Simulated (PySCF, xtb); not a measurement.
Zn(F)(OSiH3) (FH3OSiZn), SMILES [F][Zn][O][SiH3].

xtb 6.7.1 with GFN2-xTB at its own geometry gives an orbital gap of 2.74 eV and a dipole moment of 3.00 D.

Geometry optimised at r2SCAN-D4/def2-SVP. The structure was generated by enumeration; whether it is a known compound was not checked. The values are those of a single conformer.

Q: What does PBE/def2-TZVP (PySCF) give? (An estimate is asked for; the answer gives what the named calculation found.)

A: gap 4.55 eV (levels -7.19 and -2.64 eV), dipole 0.70 D.
